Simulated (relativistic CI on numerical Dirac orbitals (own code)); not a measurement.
Cu2+: K-alpha X-ray emission

Computed with this model: Dirac-Coulomb-Breit CI, KLI orbitals optimised for each configuration, model QED (radiative potential, 1s self-energy scaled to tabulated hydrogen-like ionisation energies), multiplet model of X-ray emission after core ionisation, unscaled Slater integrals; configurations [Ar] 3d9 → 1s 2s2 2p6 3s2 3p6 3d9 → [He] 2s2 2p5 3s2 3p6 3d9; 80 K; Lorentzian 1.8 eV and Gaussian 0.6 eV FWHM. Energies are those of the free ion, without screening or charge transfer. S is read from ⟨S²⟩ = S(S + 1).

Field parameters in Wybourne normalisation: D4h B²₀ = −7Ds, B⁴₀ = 21(Dq − Dt), B⁴₄ = 21√(5/14) Dq. The field is a parameter set, without covalency.

Computed curve for free ion, scaled to 100 at the maximum (points under 2 are left out and the grid is thinned):

```csv
Energy (eV),Intensity
8019.8,2.1
8020.4,2.5
8021.0,3.1
8021.6,3.9
8022.2,5.2
8022.8,7.2
8023.4,10.7
8024.0,17.2
8024.6,30.7
8025.2,54.8
8025.6,70.2
8026.2,71.7
8026.8,50.0
8027.4,28.1
8028.0,16.2
8028.6,10.3
8029.2,7.1
8029.8,5.3
8030.4,4.1
8031.0,3.4
8031.6,2.9
8032.2,2.5
8032.8,2.3
8033.4,2.1
8034.0,2.0
8035.8,2.0
8036.4,2.1
8037.0,2.2
8037.6,2.4
8038.2,2.7
8038.6,2.9
8039.2,3.4
8039.8,4.0
8040.4,4.8
8041.0,6.1
8041.6,8.2
8042.2,11.7
8042.8,18.5
8043.4,31.7
8044.0,49.2
8044.6,52.8
8045.2,45.1
8045.8,46.9
8046.4,57.4
8047.0,72.3
8047.6,90.7
8048.2,99.3
8048.8,71.5
8049.4,39.8
8050.0,23.0
8050.4,16.8
8051.0,11.4
8051.6,8.2
8052.2,6.2
8052.8,4.9
8053.4,3.9
8054.0,3.3
8054.6,2.7
8055.2,2.3
8055.8,2.0
```

The ground state has S = 0.50, and the centroid lies at 8039.93 eV.
